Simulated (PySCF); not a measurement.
# Br⁺: excitation energy

Br⁺ [Ar] 3d10 4s2 4p4 (3P) → Br⁺ [Ar] 3d10 4s2 4p3 5s1 (5S), as a difference of total energies. All numbers are calculated (PySCF 2.14, scalar relativity through the core potential, in aug-cc-pVDZ-PP with ECP10MDF (5s4p3d, 32 functions)). Correlated levels: valence: 3s2 3p6 3d10 frozen. The calculations carry no spin-orbit coupling.

```json
{"method": "UHF", "excitation energy (eV)": "10.680"}
{"method": "PBE", "excitation energy (eV)": "11.136"}
{"method": "PBE0", "excitation energy (eV)": "11.274"}
{"method": "r2SCAN", "excitation energy (eV)": "11.559"}
{"method": "TPSSh", "excitation energy (eV)": "11.469"}
{"method": "M06-2X", "excitation energy (eV)": "11.392"}
{"method": "B2PLYP", "excitation energy (eV)": "11.273"}
{"method": "MP2 (valence)", "excitation energy (eV)": "10.754"}
{"method": "SCS-MP2 (valence)", "excitation energy (eV)": "10.893"}
```

**Question.** Estimate what LDA gives.

**Answer.** 11.254 eV, closest to B2PLYP among the rows shown.

**Question.** Estimate what PBEsol gives.

**Answer.** 11.170 eV, closest to PBE among the rows shown.

Errors of the correlated levels include the incompleteness of this basis and the frozen core.

For comparison: 11.462 eV (measured; NIST levels, between the centres of gravity of the two terms).
